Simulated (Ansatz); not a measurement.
The same path of ClH3OSn + H2O (9 atoms, charge 0, multiplicity 1) was run 3 times with different band settings. Lost on the way: Sn1–H2, O7–H9. Made: Sn1–O7, H2–H9.

All numbers below come from RKS PBE0/def2-SVP (Ansatz 0.2.0).

Relaxed end points:

```xyz
9
Properties=species:S:1:pos:R:3
Sn 0.040 -0.321 0.313
H -0.306 -0.649 1.946
H 1.593 -0.305 -0.374
Cl -1.221 1.617 -0.322
O -0.803 -1.748 -0.785
H -1.752 -1.832 -0.638
O 1.167 1.787 1.585
H 1.948 2.140 1.142
H 0.446 2.358 1.278
```

```xyz
9
Properties=species:S:1:pos:R:3
Sn 0.588 0.272 -0.703
H -0.880 0.049 3.160
H 1.809 -0.288 -1.738
Cl -0.699 1.969 -1.698
O -0.559 -1.243 -0.208
H -1.073 -1.057 0.588
O 1.252 1.078 0.976
H 0.977 2.000 1.058
H -0.304 0.269 2.709
```

Common settings: optimiser quadratic models (default); start path through a guess of the saddle point; force threshold 0.05 eV/Å; iteration limit 60; end points relaxed.

| run | movable images | climbing image | spring |
| --- | --- | --- | --- |
| 1 | 5 | yes | 5.0 eV/Å² |
| 2 | 5 | yes | 0.5 eV/Å² |
| 3 | 8 | no | 5.0 eV/Å² |

**Question.** What does each run give, and how far can it be trusted?

**Answer.** Run 1: converged after 42 iterations, highest image 1.701 eV above the first end. Neighbouring images differ by up to 1.4 eV, so the band resolves the path poorly. A vibrational analysis at the climbing image gives one clearly imaginary mode, 1289i cm⁻¹: a first-order saddle point.
Run 2: converged after 26 iterations, highest image 1.700 eV above the first end. Neighbouring images differ by up to 1.4 eV, so the band resolves the path poorly. Another band between the same ends (5 images) ends at a top of the same energy, where a vibrational analysis finds 1 clearly imaginary mode.
Run 3: converged after 16 iterations, highest image 1.450 eV above the first end. No image climbed, so the highest image needn't sit at the top of the path.
The orbitals stay closed-shell, which can raise the energy where a bond breaks towards radicals; this wasn't checked here.
